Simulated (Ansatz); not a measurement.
Steps of a relaxation of CH5FOSeSi, SMILES `FCO[SiH2][SeH]` with RKS PBE-D4/def2-SVP.

```sh
$ ansatz run in.yaml --threads 4 --pin off --events-out ev --progress --plain --max-ram 10444MiB
```

```yaml
crystal:
  periodic: [false, false, false]
  atoms:
    - {symbol: F, position_ang: [-1.958400, 0.261900, 1.131700]}
    - {symbol: C, position_ang: [-0.688400, 0.717700, 1.142300]}
    - {symbol: O, position_ang: [0.148100, -0.372600, 0.946400]}
    - {symbol: Si, position_ang: [0.178900, -0.887400, -0.693700]}
    - {symbol: Se, position_ang: [1.363800, 0.479400, -2.014900]}
    - {symbol: H, position_ang: [-0.482900, 1.174900, 2.140500]}
    - {symbol: H, position_ang: [-0.488000, 1.531800, 0.400200]}
    - {symbol: H, position_ang: [0.683700, -2.245000, -0.792400]}
    - {symbol: H, position_ang: [-1.281400, -0.890900, -1.130700]}
    - {symbol: H, position_ang: [2.607700, 0.179200, -1.126400]}
basis:
  gaussian: {orbitals: def2-SVP}
hamiltonian: {xc: pbe, dispersion: d4}
relax: {f_tol: 0.03, max_steps: 200}
```

Positions (Å) and forces (eV/Å) along the path, 13 of 15 steps:

```xyz
10
step=1 energy=-79075.8551 eV
F    -1.958    0.262    1.132   -1.221    0.298   -0.192
C    -0.688    0.718    1.142    0.965    0.308    0.887
O     0.148   -0.373    0.946    0.689   -0.176   -0.627
Si    0.179   -0.887   -0.694   -1.336    0.055    0.515
Se    1.364    0.479   -2.015    1.294    0.274    0.351
H    -0.483    1.175    2.140    0.067   -0.240    0.077
H    -0.488    1.532    0.400   -0.462   -0.139   -0.330
H     0.684   -2.245   -0.792    0.444   -0.759    0.272
H    -1.281   -0.891   -1.131    0.450    0.124   -0.185
H     2.608    0.179   -1.126   -0.891    0.256   -0.766
10
step=2 energy=-79076.0921 eV
F    -1.998    0.323    1.181   -0.518    0.040   -0.035
C    -0.693    0.721    1.176    0.665    0.259    0.292
O     0.137   -0.374    0.924   -0.083   -0.084   -0.406
Si    0.149   -0.928   -0.699   -0.225    0.205    0.193
Se    1.385    0.489   -2.003    0.165    0.031   -0.011
H    -0.439    1.141    2.180    0.000   -0.179   -0.070
H    -0.543    1.526    0.408   -0.185   -0.099    0.000
H     0.717   -2.303   -0.681    0.031   -0.105    0.104
H    -1.251   -0.855   -1.274    0.270   -0.088    0.034
H     2.620    0.209   -1.210   -0.121    0.020   -0.101
10
step=3 energy=-79076.1308 eV
F    -2.045    0.403    1.201    0.001   -0.014    0.028
C    -0.706    0.729    1.207    0.252    0.018    0.078
O     0.081   -0.391    0.914   -0.208    0.199   -0.341
Si    0.162   -0.917   -0.712   -0.014   -0.124    0.166
Se    1.401    0.493   -2.048   -0.221   -0.060    0.034
H    -0.424    1.087    2.227   -0.066   -0.077   -0.113
H    -0.554    1.546    0.455    0.002   -0.050    0.093
H     0.738   -2.300   -0.612    0.017    0.140   -0.025
H    -1.201   -0.906   -1.346    0.055   -0.011    0.002
H     2.631    0.204   -1.284    0.182   -0.022    0.077
10
step=4 energy=-79076.1080 eV rejected
F    -2.089    0.544    1.237    0.055    0.041   -0.037
C    -0.724    0.773    1.245   -0.144   -0.063    0.158
O    -0.037   -0.354    0.840    0.088   -0.419   -0.129
Si    0.112   -0.961   -0.738    0.458    0.129    0.252
Se    1.392    0.426   -2.035   -0.070    0.342   -0.380
H    -0.413    0.993    2.293   -0.039    0.045   -0.073
H    -0.524    1.642    0.580    0.044    0.131   -0.066
H     0.868   -2.247   -0.614   -0.213   -0.053    0.166
H    -1.201   -1.077   -1.449   -0.006    0.005   -0.028
H     2.698    0.210   -1.356   -0.173   -0.158    0.136
10
step=5 energy=-79076.1542 eV
F    -2.061    0.471    1.205    0.031    0.024   -0.013
C    -0.708    0.750    1.224    0.021   -0.032    0.060
O     0.028   -0.377    0.875   -0.022   -0.008   -0.110
Si    0.153   -0.939   -0.725   -0.002    0.040    0.085
Se    1.377    0.475   -2.054   -0.013    0.010   -0.010
H    -0.421    1.035    2.262   -0.026   -0.017   -0.057
H    -0.528    1.599    0.519    0.021   -0.002    0.018
H     0.794   -2.284   -0.590   -0.008    0.031    0.013
H    -1.183   -0.982   -1.406   -0.013   -0.043    0.003
H     2.632    0.201   -1.308    0.011   -0.001    0.012
10
step=6 energy=-79076.1626 eV
F    -2.051    0.553    1.149    0.002    0.014   -0.035
C    -0.687    0.755    1.219    0.001    0.058    0.074
O     0.000   -0.395    0.856   -0.018    0.037   -0.010
Si    0.137   -0.960   -0.736    0.004   -0.058    0.030
Se    1.335    0.481   -2.055    0.021    0.032   -0.024
H    -0.420    0.987    2.275   -0.015   -0.006   -0.009
H    -0.440    1.625    0.558    0.025   -0.086    0.005
H     0.824   -2.279   -0.574   -0.014    0.019   -0.018
H    -1.193   -1.074   -1.422    0.015   -0.014    0.002
H     2.577    0.256   -1.268   -0.022    0.005   -0.016
10
step=7 energy=-79076.1682 eV
F    -2.040    0.668    1.059    0.310    0.051    0.029
C    -0.663    0.763    1.222   -0.113    0.126   -0.063
O    -0.044   -0.422    0.850   -0.029    0.096    0.066
Si    0.123   -0.989   -0.735   -0.033   -0.093   -0.079
Se    1.272    0.490   -2.060    0.056    0.023    0.041
H    -0.440    0.930    2.303   -0.092   -0.010   -0.100
H    -0.309    1.639    0.608   -0.072   -0.256    0.121
H     0.869   -2.276   -0.562   -0.032    0.039   -0.004
H    -1.193   -1.180   -1.440    0.063    0.010    0.048
H     2.508    0.326   -1.243   -0.058    0.014   -0.059
10
step=9 energy=-79076.1779 eV
F    -2.012    0.714    0.962    0.017   -0.004   -0.040
C    -0.658    0.762    1.228    0.103    0.037    0.003
O    -0.035   -0.426    0.872   -0.056   -0.096   -0.017
Si    0.122   -1.002   -0.715    0.022    0.121   -0.057
Se    1.227    0.499   -2.065   -0.013   -0.023    0.050
H    -0.518    0.902    2.323   -0.013   -0.015   -0.005
H    -0.227    1.624    0.662   -0.043    0.014    0.005
H     0.889   -2.275   -0.559   -0.017   -0.003    0.026
H    -1.192   -1.194   -1.414   -0.002   -0.040    0.052
H     2.487    0.344   -1.291    0.003    0.009   -0.017
10
step=10 energy=-79076.1784 eV
F    -2.009    0.711    0.955   -0.007    0.006   -0.038
C    -0.657    0.762    1.229    0.105    0.021   -0.003
O    -0.032   -0.425    0.873   -0.047   -0.082   -0.011
Si    0.122   -0.999   -0.714    0.036    0.097   -0.059
Se    1.227    0.498   -2.067   -0.021   -0.016    0.048
H    -0.524    0.900    2.325   -0.011   -0.014    0.004
H    -0.225    1.625    0.666   -0.038    0.021    0.003
H     0.888   -2.272   -0.560   -0.017   -0.005    0.026
H    -1.194   -1.193   -1.408   -0.005   -0.035    0.045
H     2.488    0.342   -1.296    0.004    0.007   -0.015
10
step=12 energy=-79076.1849 eV
F    -1.957    0.811    0.813    0.188   -0.001    0.036
C    -0.633    0.761    1.228   -0.015    0.027    0.020
O    -0.053   -0.453    0.887   -0.087    0.033    0.011
Si    0.106   -1.016   -0.704    0.108    0.040    0.007
Se    1.156    0.525   -2.050   -0.041    0.020   -0.037
H    -0.608    0.847    2.341   -0.019    0.005   -0.121
H    -0.095    1.617    0.745   -0.088   -0.084    0.059
H     0.928   -2.255   -0.555   -0.032   -0.011    0.011
H    -1.213   -1.274   -1.368    0.014    0.000   -0.002
H     2.452    0.385   -1.335   -0.029   -0.030    0.015
10
step=13 energy=-79076.1883 eV
F    -1.936    0.844    0.786    0.024    0.002    0.005
C    -0.628    0.760    1.231   -0.024   -0.024   -0.032
O    -0.068   -0.462    0.891   -0.001    0.009   -0.010
Si    0.111   -1.016   -0.702    0.013    0.011    0.022
Se    1.133    0.535   -2.056   -0.007   -0.004    0.011
H    -0.628    0.839    2.341    0.000   -0.006    0.005
H    -0.066    1.607    0.769    0.010    0.015    0.007
H     0.940   -2.250   -0.548   -0.005    0.001    0.001
H    -1.202   -1.294   -1.369   -0.005   -0.004   -0.004
H     2.428    0.387   -1.341   -0.004    0.000   -0.005
10
step=14 energy=-79076.1883 eV
F    -1.927    0.864    0.770   -0.009   -0.018   -0.034
C    -0.628    0.760    1.231    0.024    0.087    0.121
O    -0.072   -0.460    0.890    0.006   -0.066   -0.055
Si    0.113   -1.017   -0.701   -0.022   -0.004   -0.016
Se    1.122    0.534   -2.061   -0.011   -0.007    0.003
H    -0.643    0.822    2.343   -0.011    0.019   -0.026
H    -0.049    1.610    0.794   -0.011   -0.016   -0.006
H     0.943   -2.249   -0.536    0.011   -0.002   -0.010
H    -1.197   -1.308   -1.372    0.006    0.003    0.018
H     2.421    0.391   -1.356    0.017    0.004    0.004
10
step=15 energy=-79076.1890 eV
F    -1.916    0.870    0.748    0.010    0.000    0.000
C    -0.624    0.760    1.233   -0.010    0.020    0.027
O    -0.072   -0.464    0.894    0.011   -0.011   -0.016
Si    0.111   -1.018   -0.699   -0.008   -0.011    0.002
Se    1.113    0.537   -2.060   -0.003    0.001    0.002
H    -0.657    0.821    2.344   -0.006    0.006   -0.019
H    -0.036    1.607    0.804   -0.003   -0.010    0.005
H     0.949   -2.245   -0.541    0.002    0.001   -0.004
H    -1.201   -1.312   -1.362    0.000    0.000    0.004
H     2.416    0.392   -1.359    0.007    0.002   -0.001
```

It took 20 s on 4 threads of an Intel Xeon on a shared host, with 0.2 GiB of host memory at the peak.
